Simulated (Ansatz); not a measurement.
Compare A (`[F][GeH2][SiH2][SiH3]`) with its isomer B (`F[SiH]([SiH3])[GeH3]`).

Isolated molecules relaxed with PBE0-D4/def2-TZVP in Ansatz; ΔE leaves out vibrations. CBS: MP2 limit from def2 TZ/QZ plus the TZ coupled-cluster correction, frozen cores. DFT in def2-TZVPP. B3LYP here is the variant with VWN-RPA as its local correlation; programs differ in this. For Ge outer-core shells are correlated without core-valence functions, which leaves a few kJ/mol of doubt a bond. Scalar relativity is left out up to krypton. One conformer a species, not always the lowest.

Question: Which isomer does CCSD(T)/CBS put lower? Give the gap. (Estimate.)

Answer: Computed: B, by 63.1 kJ/mol.

Question: Give E(B) − E(A) in kJ/mol with MP2/def2-TZVPP, CCSD(T)/def2-TZVPP, B3LYP-D4, B2PLYP, B3LYP, PBE-D4, CCSD/def2-TZVPP. (Best estimate.)

Answer: Computed: MP2/def2-TZVPP -59.4, CCSD(T)/def2-TZVPP -58.6, B3LYP-D4 -58.8, B2PLYP -58.9, B3LYP -58.9, PBE-D4 -55.3, CCSD/def2-TZVPP -59.7. None reverses the order clearly.

Largest T1 diagnostic: 0.013.
